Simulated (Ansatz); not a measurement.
Gas-phase electronic energies from Ansatz, PBE0-D4/def2-TZVP geometries. CBS: MP2 limit from def2 TZ/QZ plus the TZ coupled-cluster correction, frozen cores. This one scheme is used for every species. Functionals use def2-TZVPP. For Ge outer-core shells are correlated without core-valence functions, which leaves a few kJ/mol of doubt a bond. Scalar relativity is left out up to krypton.

Reaction (ligand exchange at a Ge–C bond): `C#[C][Ge]([CH3])([F])[F]` + H–F → `[CH3][Ge]([F])([F])[F]` + `C#C`

Q: Is it downhill or uphill in electronic energy at CCSD(T)/CBS, and by how much? (Best estimate.)

A: The calculation gave: Downhill: ΔE = -12.0 kcal/mol.

Q: What do these levels give: B97M-V, ωB97X-V, revPBE, RPA@PBE/def2-TZVPP, CCSD/def2-SVP, HF/CBS(def2)? (Estimate.)

A: Computed: B97M-V -15.5, ωB97X-V -14.6, revPBE -13.7, RPA@PBE/def2-TZVPP -11.5, CCSD/def2-SVP -15.4, HF/CBS(def2) -17.6 kcal/mol.

Q: What do rigid-rotor, harmonic-oscillator terms from PBE0-D4/def2-TZVP frequencies (298.15 K, 1 bar) make of the CCSD(T)/CBS value? (Best estimate.)

A: Ansatz gave: ΔZPE = +0.6 kcal/mol, ΔH = -12.0 kcal/mol, ΔS = -12 J/(mol·K), ΔG = -11.2 kcal/mol.

Largest T1 diagnostic among the species: 0.013.

In def2-TZVPP, CCSD(T) changes the Hartree–Fock value by +4.9 kcal/mol (the triples alone add +0.6 kcal/mol) and MP2 by +5.8 kcal/mol. From r2SCAN to r2SCAN0 (25 % exact exchange), in def2-TZVPP and without D4, ΔE moves by +0.7 kcal/mol.
